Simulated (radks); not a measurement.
Task: All-electron calculation, scalar-relativistic Kohn-Sham, LDA (Slater exchange, VWN5 correlation), spin-polarised, spherical densities, finite nucleus; open shells are filled with parallel spins first (spin-orbit coupling, left out, can overturn this in heavy ions); Fermi nuclear charge, rms radius of each element as measured or else 0.836 A^(1/3) + 0.57 fm. Program: a radial shooting solver on a logarithmic mesh with Libxc functionals. Response by self-consistent Sternheimer equations with the Hartree and adiabatic LDA kernel, the relativistic mass of each level held fixed and spin-orbit coupling left out. For heavy and open-shell atoms this level of theory can miss by tens of per cent. Estimate the static dipole polarisabilities of Ge ([Ar] 3d10 4s2 4p2) and Ta+ ([Xe] 4f14 5d3 6s1) and the C6 coefficients of the three pairs.

Result: alpha = 44.32 and 39.02 bohr^3; C6 = 380.6 (Ge-Ge), 354.0 (Ge-Ta+), 332.8 (Ta+-Ta+) hartree bohr^6.
